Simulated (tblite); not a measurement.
C₈H₁₀N₂.
Structure used (GFN2-xTB), in Å, numbered top down from 1:
```xyz
20
C8H10N2 angstrom
C      3.126   -1.124   -0.152
C      1.811   -0.990   -0.036
C      1.129    0.241    0.292
C      1.671    1.513    0.583
N      0.725    2.393    0.822
N     -0.426    1.732    0.694
C     -0.249    0.430    0.379
C     -1.345   -0.527    0.176
C     -1.993   -0.649   -1.181
C     -2.759   -0.072   -0.034
H      3.799   -0.298   -0.004
H      3.576   -2.069   -0.403
H      1.164   -1.843   -0.198
H      2.700    1.806    0.624
H     -1.297    2.212    0.857
H     -1.206   -1.456    0.719
H     -2.251   -1.635   -1.536
H     -1.660    0.021   -1.959
H     -3.550   -0.660    0.406
H     -2.972    0.986   -0.052
```

Calculated harmonic vibrations of the isolated species, GFN2-xTB (tblite), most abundant isotopes, no scaling. The method is semi-empirical: single wavenumbers can be off by several per cent or more. One conformer, not necessarily the lowest. The optimisation stopped once no atom felt more than 0.01 eV/Å.

Lowest wavenumbers of the output (negative numbers stand for imaginary wavenumbers):
```
mode    cm-1
  1     -32.8
  2      71.2
  3     133.2
  4     142.9
  5     225.4
  6     232.5
  7     349.4
  8     379.9
  9     532.7
 10     557.4
```

Q: Is this structure a minimum?

A: Not by this Hessian. 1 mode is imaginary beyond 20i (33i cm⁻¹), so at this level the point lies at or near a first-order saddle. The curvature is small, so loose convergence or finite differences may be the whole cause.

Q: Which atoms move in the imaginary mode?

A: 33i: C9 (three-membered-ring carbon) 27 %, C10 (three-membered-ring carbon) 17 %. These are shares of the mass-weighted motion.

Q: What is the remedy?

A: Step along that mode in both directions, optimise again with tighter thresholds and repeat the frequencies. The zero-point energy of this point (102.1 kcal/mol) counts the 53 real modes alone, and thermal corrections from it aren't those of a minimum.
